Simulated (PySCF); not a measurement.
An unknown is described by computed data only.

Formula: C7H14Si2.

* 1H NMR: chemical shifts (computed TMS as zero) by class: 4.99 (1 H), 4.95 (1 H), 4.78 (1 H), 2.20 (1 H), 2.00 (3 H), 1.37 (1 H), 1.33 (3 H), 0.89 (1 H), 0.48 (1 H), 0.30 (1 H) ppm [GIAO PBE0/pcSseg-1]
* 13C NMR: chemical shifts (computed TMS as zero) by class: 84.3 (1 C), 80.4 (1 C), 11.0 (1 C), 9.3 (1 C), 7.3 (1 C), 5.5 (1 C), -4.6 (1 C) ppm [GIAO PBE0/pcSseg-1]
* Dipole: 0.73 D [PBE0/pcSseg-1]
* Rotational structure: rotational constants A, B, C: 1.311, 0.907, 0.594 GHz [GFN2-xTB]
* NMR, other nuclei: isotropic shieldings of nuclei other than C and H, by class: 355 (1 Si), 377 (1 Si) ppm [GIAO PBE0/pcSseg-1]

Electronic properties: PySCF, gas phase, density fitting. Levels stand in brackets. Geometry: GFN2-xTB, one conformer, isolated molecule. NMR values are class means; diastereotopic atoms form classes of their own.

Q: Propose a structure and show how it fits.

A: Numbering: `[CH3:1][C:2]#[C:3][C@@H:4]1[SiH2:5][CH2:6][Si@@H:7]1[CH2:8][CH3:9]`. Its formula, C7H14Si2, gives 3 degrees of unsaturation: 1 ring and 2 π bonds in the structure found. 7 carbons fall into 7 classes; from least to most shielded: alkyne carbon [C3] (84.3 ppm), alkyne carbon [C2] (80.4 ppm), chain sp3 carbon bound to silicon [C8] (11.0 ppm), methyl carbon [C9] (9.3 ppm), ring sp3 carbon bound to silicon [C4] (7.3 ppm), propargylic carbon [C1] (5.5 ppm), ring sp3 carbon bound to silicon [C6] (-4.6 ppm). Hydrogen classes from least to most shielded: 1 H on an SiH2 silicon, Si5 (4.99 ppm), 1 H on an SiH silicon, Si7 (4.95 ppm), 1 H on an SiH2 silicon, Si5 (4.78 ppm), 1 H on an sp3 carbon bound to silicon, C4 (2.20 ppm), 3 H on a propargylic carbon, C1 (2.00 ppm), 1 H on an sp3 carbon bound to silicon, C8 (1.37 ppm), 3 H on a methyl carbon, C9 (1.33 ppm, a mean of values up to 0.9 ppm apart in this geometry), 1 H on an sp3 carbon bound to silicon, C8 (0.89 ppm), 1 H on an sp3 carbon bound to silicon, C6 (0.48 ppm), 1 H on an sp3 carbon bound to silicon, C6 (0.30 ppm). The other shieldings belong to: 355 ppm, SiH silicon [Si7]; 377 ppm, SiH2 silicon [Si5]. The optimised geometry has point group C1 and is an asymmetric top. Structure: `CC#C[C@@H]1[SiH2]C[Si@@H]1CC`. Computed isomers that give other values at the same levels: `C#C[C@@]1(C)C[Si@H](CC)[SiH2]1` (13C chemical shifts (computed TMS as zero) by class: 98.8 (1 C), 77.5 (1 C), 34.0 (1 C), 30.8 (1 C), 21.9 (1 C), 11.8 (1 C), 11.5 (1 C) ppm); `CCCC1=C[SiH2]C=C[SiH2]1` (13C chemical shifts (computed TMS as zero) by class: 169.0 (1 C), 154.1 (1 C), 153.5 (1 C), 145.1 (1 C), 52.1 (1 C), 24.4 (1 C), 14.3 (1 C) ppm); `C#C/C=C(/C[SiH3])[SiH](C)C` (13C chemical shifts (computed TMS as zero) by class: 167.6 (1 C), 124.1 (1 C), 92.9 (1 C), 88.0 (1 C), 27.1 (1 C), -4.0 (2 C) ppm). The assignments are read from this structure; whether some other isomer fits the data as well wasn't checked. The mirror image fits equally.

The values belong to the conformer `[CH3:1][C:2]#[C:3][C@@H:4]1[SiH2:5][CH2:6][Si@@H:7]1[CH2:8][CH3:9]`: C6–Si7–C8–C9 -171°.
